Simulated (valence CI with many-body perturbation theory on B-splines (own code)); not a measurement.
Results of a calculation; reference values are marked as such.
**Level structure of Te XXI**

Level of theory: valence CI with perturbative core correlation (CI+MBPT): four valence electrons over a frozen Dirac-Fock core [Ar] 3d10, radial functions for each j: 9 s, 9 p, 8 d, 6 f, 3 g, 1 h, with the one-electron correlation potential Σ1, the two-electron term Σ2, the three-electron term Σ3, Breit, model QED; selected CI, second order for the rest, scaled by the run's own slope (own B-spline code, finite nucleus).

No measured levels were compared; by estimate levels hold to about 250 cm⁻¹ or 0.2 % of their energy and the worst to 1 %, as in measured heavy ions of charge 2 to 7; those with d or f electrons hold less well.

Levels 1 to 34 of 34, with energies above the lowest level, (4s^2 4p1/2^2) J=0. "Leading %" is the weight of the configuration and term that name the level; weights of strongly mixed levels are sums over their largest components and can fall short, so below about 35 % the name and the second component can differ from the true leading terms, or belong to a minority configuration. In the jj column 3d3/2^4 stands for four electrons in 3d with j = 3/2.

| No. | Configuration | Term | J | E (cm⁻¹) | Leading % | Second component | g | Leading jj |
| --- | --- | --- | --- | --- | --- | --- | --- | --- |
| 1 | 4s2 4p2 | 3P | 0 | 0 | 78 | 20 % 4s2 4p2 1S |  | 4s^2 4p1/2^2 (96 %) |
| 2 | 4s2 4p2 | 3P | 1 | 88507 | 98 |  | 1.500 | 4s^2 4p1/2 4p3/2 (98 %) |
| 3 | 4s2 4p2 | 1D | 2 | 106750 | 52 | 46 % 4s2 4p2 3P | 1.234 | 4s^2 4p1/2 4p3/2 (96 %) |
| 4 | 4s2 4p2 | 3P | 2 | 209480 | 52 | 46 % 4s2 4p2 1D | 1.264 | 4s^2 4p3/2^2 (96 %) |
| 5 | 4s2 4p2 | 1S | 0 | 254050 | 78 | 20 % 4s2 4p2 3P |  | 4s^2 4p3/2^2 (96 %) |
| 6 | 4s 4p3 | 5S° | 2 | 443850 | 69 | 23 % 4s 4p3 3P° | 1.819 | 4s 4p1/2^2 4p3/2 (74 %) |
| 7 | 4s 4p3 | 3D° | 1 | 512800 | 59 | 22 % 4s 4p3 3P° | 0.838 | 4s 4p1/2^2 4p3/2 (75 %) |
| 8 | 4s 4p3 | 3D° | 2 | 540800 | 60 | 21 % 4s 4p3 5S° | 1.381 | 4s 4p1/2 4p3/2^2 (78 %) |
| 9 | 4s 4p3 | 3D° | 3 | 569780 | 94 | 5 % 4s2 4p 4d 3D° | 1.332 | 4s 4p1/2 4p3/2^2 (94 %) |
| 10 | 4s 4p3 | 3P° | 0 | 608570 | 95 |  |  | 4s 4p1/2 4p3/2^2 (95 %) |
| 11 | 4s 4p3 | 3P° | 1 | 621130 | 60 | 22 % 4s 4p3 3D° | 1.289 | 4s 4p1/2 4p3/2^2 (81 %) |
| 12 | 4s 4p3 | 1D° | 2 | 627220 | 42 | 19 % 4s 4p3 3D° | 1.181 | 4s 4p1/2 4p3/2^2 (66 %) |
| 13 | 4s 4p3 | 3S° | 1 | 670340 | 50 | 32 % 4s 4p3 1P° | 1.535 | 4s 4p1/2 4p3/2^2 (78 %) |
| 14 | 4s 4p3 | 3P° | 2 | 704570 | 38 | 23 % 4s 4p3 1D° | 1.231 | 4s 4p3/2^3 (66 %) |
| 15 | 4s2 4p 4d | 3F° | 2 | 738450 | 77 | 14 % 4s 4p3 1D° | 0.758 | 4s^2 4p1/2 4d3/2 (74 %) |
| 16 | 4s2 4p 4d | 3F° | 3 | 776360 | 84 | 8 % 4s2 4p 4d 3D° | 1.099 | 4s^2 4p1/2 4d5/2 (78 %) |
| 17 | 4s 4p3 | 1P° | 1 | 782910 | 46 | 31 % 4s 4p3 3S° | 1.317 | 4s 4p3/2^3 (74 %) |
| 18 | 4s2 4p 4d | 3P° | 2 | 799380 | 47 | 20 % 4s2 4p 4d 1D° | 1.277 | 4s^2 4p1/2 4d5/2 (87 %) |
| 19 | 4s2 4p 4d | 3D° | 1 | 807430 | 56 | 20 % 4s2 4p 4d 3P° | 0.837 | 4s^2 4p1/2 4d3/2 (83 %) |
| 20 | 4s2 4p 4d | 3F° | 4 | 854180 | 98 |  | 1.249 | 4s^2 4p3/2 4d5/2 (98 %) |
| 21 | 4s2 4p 4d | 1D° | 2 | 877550 | 42 | 35 % 4s2 4p 4d 3D° | 1.042 | 4s^2 4p3/2 4d3/2 (66 %) |
| 22 | 4s2 4p 4d | 3P° | 0 | 887960 | 94 |  |  | 4s^2 4p3/2 4d3/2 (94 %) |
| 23 | 4s2 4p 4d | 3D° | 3 | 894720 | 67 | 14 % 4s2 4p 4d 1F° | 1.250 | 4s^2 4p3/2 4d3/2 (51 %) |
| 24 | 4s2 4p 4d | 3P° | 1 | 896340 | 65 | 26 % 4s2 4p 4d 3D° | 1.209 | 4s^2 4p3/2 4d3/2 (81 %) |
| 25 | 4s2 4p 4d | 3P° | 2 | 909510 | 43 | 35 % 4s2 4p 4d 3D° | 1.304 | 4s^2 4p3/2 4d5/2 (67 %) |
| 26 | 4s2 4p 4d | 1F° | 3 | 954250 | 78 | 18 % 4s2 4p 4d 3D° | 1.064 | 4s^2 4p3/2 4d5/2 (64 %) |
| 27 | 4s2 4p 4d | 1P° | 1 | 968990 | 77 | 10 % 4s2 4p 4d 3D° | 0.967 | 4s^2 4p3/2 4d5/2 (81 %) |
| 28 | 4p4 | 3P | 2 | 1004900 | 58 | 22 % 4p4 1D | 1.356 | 4p1/2^2 4p3/2^2 (80 %) |
| 29 | 4p4 | 3P | 0 | 1052600 | 46 | 38 % 4p4 1S |  | 4p1/2^2 4p3/2^2 (80 %) |
| 30 | 4s 4p2 4d | 5F | 1 | 1076300 | 70 | 11 % 4s 4p2 4d 3D | 0.294 | 4s 4p1/2^2 4d3/2 (74 %) |
| 31 | 4s 4p2 4d | 5F | 2 | 1088700 | 58 | 19 % 4s 4p2 4d 5D | 1.145 | 4s 4p1/2^2 4d3/2 (51 %) |
| 32 | 4p4 | 3P | 1 | 1102500 | 72 | 18 % 4s 4p2 4d 3P | 1.405 | 4p1/2 4p3/2^3 (72 %) |
| 33 | 4p4 | 1D | 2 | 1113200 | 53 | 21 % 4p4 3P | 1.135 | 4p1/2 4p3/2^3 (74 %) |
| 34 | 4s 4p2 4d | 5F | 3 | 1113200 | 47 | 32 % 4s 4p2 4d 5D | 1.359 | 4s 4p1/2^2 4d5/2 (61 %) |

The ionisation energy to 4s2 4p 2P°_1/2 of the next ion comes out as 600.57 eV (NIST: 599 ± 4 eV (theoretical)). All 34 levels together are meant to be complete up to 1132200 cm⁻¹.
